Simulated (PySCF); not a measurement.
## Selenium: a sound run and one with changed settings

Sound run: Se(2+) [Ar] 3d10 4s2 4p2, Se(3+) [Ar] 3d10 4s2 4p1. Computed with PySCF 2.14 in aug-cc-pVDZ-PP with ECP10MDF (5s4p3d, 32 functions), with a scalar-relativistic core potential. The sound run starts from symmetry-adapted Hartree-Fock orbitals and uses a fine grid where one is needed.

Changed run: radial step 0.5 in ln r (0.13 in the sound run). This setting is unsound on purpose.

```csv
species,method,sound run (hartree),changed run (hartree),converged
Se(2+),UHF,-370.76769,-370.76769,yes
Se(2+),PBE0,-371.94206,-371.96953,yes
Se(2+),M06-2X,-372.15194,-372.17615,yes
Se(3+),UHF,-369.62941,-369.62941,yes
Se(3+),PBE0,-370.78246,-370.81125,yes
Se(3+),M06-2X,-371.00283,-371.03471,yes
```

Ionisation energy of Se(2+):

| method | sound run (eV) | changed run (eV) |
| --- | --- | --- |
| UHF | 30.974 | 30.974 |
| PBE0 | 31.554 | 31.518 |
| M06-2X | 31.269 | 31.060 |

A coarse radial grid mis-integrates the density and the exchange-correlation energy, with errors of either sign; Hartree-Fock needs no grid.

For comparison, NIST gives 31.697 ± 0.019 eV between the lowest levels.
